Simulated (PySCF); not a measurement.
Relaxation of singlet RuO₃

All numbers come from PBE0 in PySCF with Ru def2-TZVP with ECP28, O def2-TZVP; scalar-relativistic core potentials, no spin–orbit coupling; density-fitted integrals. A (50,194) grid was used.

A hand-made trigonal pyramidal start, of C3v symmetry, held to at least that symmetry:

```xyz
4
charge 0 multiplicity 1, angstrom
Ru    0.0000    0.0000   -0.2570
O     1.5098    0.0000    0.5458
O    -0.7549    1.3076    0.5458
O    -0.7549   -1.3076    0.5458
```

What forces act on the atoms at the start (eV/Å)?


```
atom     Fx     Fy     Fz
 Ru1   0.00   0.00   8.31
  O2  -0.74   0.00  -2.77
  O3   0.37  -0.64  -2.77
  O4   0.37   0.64  -2.77
```

What does it relax to?

It ends at D3h with Ru–O 1.660 Å (×3); O–Ru–O 120.0° (×3). A frequency run shows a minimum. Other isomers or separated fragments may lie lower.

How much energy is released, and in how many steps?

184.7 kJ/mol in 9 steps.
